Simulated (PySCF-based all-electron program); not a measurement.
Results of a calculation; reference values are marked as such.
**Bond force of AuIn, singlet**

Method: all-electron DFT (in-house code on PySCF), basis-limit composite values; Koelling–Harmon scalar relativity, no spin–orbit coupling, spin-restricted. Forces are good to about 0.002 eV/Å. A positive force pushes the atoms apart.

```csv
r (Å),PBE (eV/Å)
2.024,18.174
2.1505,10.119
2.277,?
2.530,?
2.783,-0.934
```

(1) What does PBE give at the lengths left open?

(2) Fit a Morse curve to the forces within 0.84 to 1.25 of the listed length with the smallest force. Where does the force vanish, what is the force constant, and what harmonic wavenumber follows with standard atomic masses?

## Answers

(1) 2.277 Å: 5.287 eV/Å; 2.530 Å: 0.667 eV/Å.

(2) PBE: 2.603 Å, 7.8 eV/Å², about 170 cm⁻¹. The points are far apart, so these are estimates.
